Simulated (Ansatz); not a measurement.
`[OH][In]([F])[CH2]F` and `F[CH2][InH][F]` differ in one atom or group.

Ansatz, PBE0-D4/def2-TZVP geometries, multiplicity 1. Each molecule was computed in one conformer, which needn't be the lowest.

Elements past krypton have def2 core potentials.

```tsv
property	`[OH][In]([F])[CH2]F`
size of the dipole moment (ωB97M-V/def2-TZVPP) / D	3.34
LUMO energy (PBE/def2-TZVPP) / eV	-2.49
size of the dipole moment (B3LYP/def2-TZVPP) / D	3.41
HOMO energy (PBE0/def2-TZVPP) / eV	-8.36
HOMO–LUMO gap (B3LYP/def2-TZVPP) / eV	6.17
size of the dipole moment (PBE/def2-TZVPP) / D	3.34
```

Task: What does the change do to each property? (An estimate is asked.)

Result: The calculation gave: 
| property | `F[CH2][InH][F]` | shift |
| --- | --- | --- |
| size of the dipole moment (ωB97M-V/def2-TZVPP) / D | 1.68 | -1.66 |
| LUMO energy (PBE/def2-TZVPP) / eV | -2.37 | 0.12 |
| size of the dipole moment (B3LYP/def2-TZVPP) / D | 1.70 | -1.71 |
| HOMO energy (PBE0/def2-TZVPP) / eV | -8.01 | 0.35 |
| HOMO–LUMO gap (B3LYP/def2-TZVPP) / eV | 5.84 | -0.33 |
| size of the dipole moment (PBE/def2-TZVPP) / D | 1.67 | -1.67 |

With PBE0 the HOMO rises by 0.35 eV and the LUMO falls by 0.06 eV, so the gap narrows by about 0.41 eV. PBE moves the HOMO by 0.30 eV and ωB97M-V by 0.37 eV. Dipoles are sizes alone; their direction can turn.

B3LYP here is the variant with VWN-RPA as its local correlation; programs differ in this.
